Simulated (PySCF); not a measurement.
C2Cl3, SMILES Cl[C]=C(Cl)Cl, multiplicity 2. Atoms are numbered in the order given.

```xyz
5

Cl    -0.3536     2.3463     0.0000
C     -0.7651     0.7315     0.0000
C     -0.1152    -0.4192     0.0000
Cl     1.6286    -0.5241     0.0000
Cl    -0.9644    -1.9325     0.0000
```
Charge 0, spin multiplicity 2.

Geometry optimised at B3LYP-D3(BJ)/def2-SVP. The isomer is the one that the SMILES or the coordinates give; other isomers of the formula were not compared.

Method: PySCF with ωB97X/def2-TZVP.

Atomic charges (e):

```csv
atom,Löwdin,meta-Löwdin,Mulliken spin
Cl1,___,0.11,0.12
C2,___,-0.07,0.92
C3,___,-0.03,-0.11
Cl4,___,-0.02,0.06
Cl5,___,0.00,0.01
```

### Question
Some entries are withheld; supply them. (Estimate from the structure and the level; the computed values follow.)

### Answer

- Cl1, Löwdin: 0.50
- C2, Löwdin: -0.46
- C3, Löwdin: -0.84
- Cl4, Löwdin: 0.39
- Cl5, Löwdin: 0.41

### Question
Give the Mayer and Wiberg (Löwdin basis) orders of the bonds. (An estimate is asked for; the answer gives what the named calculation found.)

### Answer

```json
[
 {"bond": "Cl1–C2", "Mayer": "1.31", "Wiberg": "2.01"},
 {"bond": "C2–C3", "Mayer": "1.84", "Wiberg": "2.24"},
 {"bond": "C3–Cl4", "Mayer": "1.16", "Wiberg": "1.69"},
 {"bond": "C3–Cl5", "Mayer": "1.14", "Wiberg": "1.71"}
]
```
